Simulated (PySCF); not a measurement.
**Computed properties of CdI, SMILES [I][Cd+], charge +1**

CdI, SMILES [Cd+][I], charge +1. Geometry optimised at B3LYP-D3(BJ)/def2-TZVP. The spin state was assumed, not searched. The def2 effective core potentials stand for the cores of Cd, I; spin–orbit coupling is left out. The values are those of a single conformer. All values are computed for the isolated molecule unless a solvent is named; none is compared with measurement here.

**Structure.** The optimised structure has C∞v symmetry. All 1 harmonic modes at B3LYP-D3(BJ)/def2-TZVP (PySCF) are real, so it is a minimum.

**Vibrations.** The strongest infrared lines (harmonic, unscaled, degenerate partners summed) lie at 203 cm⁻¹ (2 km/mol, Cd 53 %, I 47 %). The softest mode is at 203 cm⁻¹ and the zero-point energy is 0.3 kcal/mol.

**Electronic structure.** M06-2X/def2-TZVPD (PySCF) places the frontier levels at -13.90 and -9.43 eV, a gap of 4.47 eV and a mean polarisability of 58.6 bohr³. PBE/def2-TZVPD (PySCF) at the same geometry gives -11.86 and -10.96 eV, so its gap is 3.57 eV narrower. An orbital gap is neither the optical nor the fundamental gap.

**Excitations.** TDA-CAM-B3LYP/def2-TZVPD (PySCF) has S1 at 1.58 eV (787 nm, f = 0.004, weak); the most intense of the 10 singlets computed lies at 7.11 eV (f = 1.11). Strengths of degenerate partners are summed. T1 (TDA) is at 1.13 eV, 0.45 eV under S1.
